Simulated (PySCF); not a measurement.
# Ionisation energy of Tb by level of theory

Tb [Xe] 4f9 6s2 [4f5/2^6 4f7/2^3, M_J = 15/2] → Tb⁺ [Xe] 4f9 6s1 [4f5/2^6 4f7/2^3 6s1/2^1, M_J = 8], as a difference of total energies. Computed with PySCF 2.14 in x2c-SVPall-2c with one added diffuse shell each of s, p, d, f type (8s11p10d4f1g, 128 functions), with the two-component X2C-1e Hamiltonian. Correlated levels: [Ar] 3d10 frozen; the 16 highest virtual spinors dropped. "Screened" scales the spin-orbit matrix elements by Boettger's factors to mimic the two-electron term; Breit and QED terms are absent.

```json
{"method": "GHF (spin-free)", "ionisation energy (eV)": "4.769"}
{"method": "GMP2 (spin-free)", "ionisation energy (eV)": "5.685"}
{"method": "GHF (screened spin-orbit)", "ionisation energy (eV)": "4.771"}
{"method": "GMP2 (screened spin-orbit)", "ionisation energy (eV)": "5.687"}
```

Task: How much does correlation contribute at GMP2 (screened spin-orbit)?

Result: 5.687 − (4.771) = 0.916 eV, measured against GHF (screened spin-orbit).

The spin-free rows relax to the high-spin LS determinant and lack the spin-orbit shift.

Errors of the correlated levels include the incompleteness of this basis and the frozen core.

The labels give the starting determinants; with spin-orbit coupling the two ends relaxed to ⟨J²⟩ = 63.78, ⟨L²⟩ = 30.57, ⟨S²⟩ = 8.64 and ⟨J²⟩ = 72.02, ⟨L²⟩ = 30.56, ⟨S²⟩ = 11.85.

MP2 underrates the near-degeneracy of ns² with np² in the lower species.

For comparison: 5.864 eV (measured; NIST Atomic Spectra Database, ionization energies).
